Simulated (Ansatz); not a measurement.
Consider the formal exchange of groups at a C–C bond: `N#Cc1cccs1` + `CC` → `CCC#N` + `c1ccsc1`.

Calculated with Ansatz (gas phase, PBE0-D4/def2-TZVP geometries, no zero-point term in ΔE). CBS: MP2 limit from def2 TZ/QZ plus the TZ coupled-cluster correction, frozen cores. This one scheme is used for every species. DFT in def2-TZVPP.

CCSD(T)/CBS gives -0.02 eV.

(1) Another level gave -0.03 eV. Which?
A. ωB97M-V/def2-TZVPP
B. PBE/def2-TZVPP
C. BHLYP-D4/def2-TZVPP
D. BLYP-D4/def2-TZVPP

(2) What do rigid-rotor, harmonic-oscillator terms from PBE0-D4/def2-TZVP frequencies (298.15 K, 1 bar) make of the CCSD(T)/CBS value? (Estimate.)

Largest T1 diagnostic among the species: 0.014.

Answers

(1) A. ωB97M-V -0.03, PBE 0.09, BLYP-D4 0.13, BHLYP-D4 0.01 eV.

(2) The calculation gave: ΔZPE = +0.02 eV, ΔH = -0.02 eV, ΔS = 11 J/(mol·K), ΔG = -0.05 eV.

In def2-TZVPP, CCSD(T) changes the Hartree–Fock value by +0.11 eV (the triples alone add +0.04 eV) and MP2 by +0.17 eV. From BLYP to BHLYP (50 % exact exchange), in def2-TZVPP and without D4, ΔE moves by −0.11 eV. Leaving LDA and LC-ωPBE aside and taking each functional with its dispersion term where it has one, the values, not all of them listed here, spread over 0.17 eV, from ωB97X-V to BLYP-D4.
